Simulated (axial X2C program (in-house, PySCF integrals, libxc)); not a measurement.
**Outer orbitals of SnCl⁺ at 2.270 Å, HF**

All values were computed with an axial X2C code built on PySCF integrals. Spin-free means the one-electron spin-free X2C Hamiltonian; two-component (2c) means X2C with spin–orbit coupling and atomic mean-field two-electron Coulomb and Gaunt terms, so the difference of the two also holds small scalar two-electron terms. Basis: Sn dyall-cv3z [11s12p9d4f1g], Cl dyall-av3z [9s8p3d2f] (cores contracted in-house); Gaussian nuclei, density fitting, unrestricted open shells. Masses: Sn 119.902 u, Cl 34.969 u.

The distance is close to the 2c PBE0 minimum; the highest filled and lowest empty levels are listed.

Spin-free orbitals, state M_S = 0, Λ = 0 (closed shell) (Löwdin shares):

| symmetry | occupied | ε (eV) | atomic character |
| --- | --- | --- | --- |
| σα | yes | -35.06 | 80% Cl s, 7% Sn p, 6% Sn d |
| σα | yes | -22.41 | 46% Cl p, 45% Sn s, 6% Cl s |
| π+α | yes | -18.24 | 89% Cl p, 5% Sn p, 4% Sn d |
| π-α | yes | -18.24 | 89% Cl p, 5% Sn p, 4% Sn d |
| σα | yes | -17.37 | 38% Cl p, 29% Sn s, 28% Sn p |
| π+α | no | -6.11 | 83% Sn p, 6% Cl d, 6% Cl p |
| π-α | no | -6.11 | 83% Sn p, 6% Cl d, 6% Cl p |
| σα | no | -3.25 | 59% Sn p, 20% Sn d, 7% Cl p |
| σα | no | -1.62 | 40% Cl s, 29% Sn s, 11% Cl p |

One partner of each degenerate Kramers or spin pair is listed.

Spinors with spin–orbit coupling (state Ω = 0):

```csv
ω,occupied,ε (eV),atomic character,λ mixture
1/2,yes,-35.07,"80% Cl s, 7% Sn p, 6% Sn d",100% σ
1/2,yes,-22.41,"46% Cl p, 45% Sn s, 6% Cl s",100% σ
1/2,yes,-18.29,"89% Cl p, 5% Sn p, 4% Sn d",100% π
3/2,yes,-18.21,"89% Cl p, 5% Sn p, 4% Sn d",100% π
1/2,yes,-17.37,"37% Cl p, 29% Sn s, 28% Sn p",100% σ
1/2,no,-6.24,"83% Sn p, 6% Cl d, 6% Cl p",100% π
3/2,no,-5.97,"83% Sn p, 6% Cl d, 6% Cl p",100% π
1/2,no,-3.24,"59% Sn p, 20% Sn d, 7% Cl p",100% σ
1/2,no,-1.61,"39% Cl s, 30% Sn s, 10% Cl p",100% σ
```

One partner of each degenerate Kramers or spin pair is listed.

Problem. How does the gap between the highest filled and lowest empty level change from the spin-free to the 2c table?

Solution. From 11.26 to 11.13 eV at HF, a change of -0.13 eV.

Mulliken charges and populations of the two-component result (they depend on the basis, above all on diffuse functions):

Sn 1.36 e (s 9.87 p 18.67 d 20.07 f 0.03), Cl -0.36 e (s 5.99 p 11.31 d 0.05).

One determinant describes the state; a PBE0 search over occupations chose it and may have missed a lower one.
